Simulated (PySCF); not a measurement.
Compound: C4H3Br.
Numbering: `[CH:1]#[C:2][C:3](=[CH2:4])[Br:5]` (hydrogens: H6 on C1; H7, H8 on C4)

Method used: PySCF, PBE0-D3(BJ)/def2-SVP geometry optimisation, gas phase.

Question: Give the optimised bond lengths and angles.

Answer: 
| bond | length (Å) |
| --- | --- |
| C1≡C2 | 1.213 |
| C2–C3 | 1.420 |
| C3=C4 | 1.339 |
| C3–Br5 | 1.901 |
| C1–H6 | 1.075 |
| C4–H7 | 1.092 |
| C4–H8 | 1.091 |

A selection of angles:
| angle | degrees |
| --- | --- |
| C2–C1–H6 | 179.8 |
| C1–C2–C3 | 179.2 |
| C2–C3–C4 | 125.1 |
| C2–C3–Br5 | 114.6 |
| C4–C3–Br5 | 120.4 |
| C3–C4–H7 | 119.5 |
| C3–C4–H8 | 121.5 |
| H7–C4–H8 | 119.0 |

The 5 heavy atoms lie in one plane (0.000 Å rms). The 3 C–C bonds span 1.213 Å (C1≡C2, drawn triple) to 1.420 Å (C2–C3, drawn single), a spread of 0.207 Å.

Point group: Cs (every atom within 0.08 Å of its image). Whether it is a minimum is left open (no frequencies).

Hardware: Arm Neoverse V1, one thread, shared host with 32 logical CPUs at a one-minute load of 27. Cost: 31 s wall, 0.41 GiB resident at most. That covers the optimisation of the geometry.
